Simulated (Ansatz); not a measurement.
The same path of H4InNS (7 atoms, charge 0, multiplicity 1) was run twice with different band settings. The coordinate that changes most is the dihedral N1–In2–S3–H7.

All numbers below come from RKS PBE0/def2-SVP (Ansatz 0.2.0).

Relaxed end points:

```xyz
7
Properties=species:S:1:pos:R:3
N -0.794 0.305 -1.062
In 0.203 0.602 0.668
S 1.638 -1.224 1.320
H -0.903 -0.624 -1.455
H -1.582 0.889 -1.318
H 0.158 2.054 1.571
H 1.279 -2.003 0.276
```

```xyz
7
Properties=species:S:1:pos:R:3
N -0.992 0.425 -1.219
In 0.164 0.340 0.430
S 1.376 -1.739 0.599
H -1.214 -0.410 -1.749
H -1.726 1.117 -1.320
H 0.358 1.632 1.539
H 2.034 -1.366 1.718
```

Common settings: movable images 5; climbing image yes; spring 5.0 eV/Å²; optimiser quadratic models (default); start path through a guess of the saddle point; end points relaxed.

| run | force threshold | iteration limit |
| --- | --- | --- |
| 1 | 0.05 eV/Å | 58 |
| 2 | 0.2 eV/Å | 60 |

Q: What does each run give, and how far can it be trusted?

A: Run 1: converged after 10 iterations, highest image 0.143 eV above the first end. A vibrational analysis at the climbing image gives one clearly imaginary mode, 214i cm⁻¹: a first-order saddle point.
Run 2: converged after 6 iterations, highest image 0.145 eV above the first end. The threshold of 0.2 eV/Å is loose, so the images may lie well off the minimum-energy path. Another band between the same ends (5 images) ends at a top of the same energy, where a vibrational analysis finds 1 clearly imaginary mode.
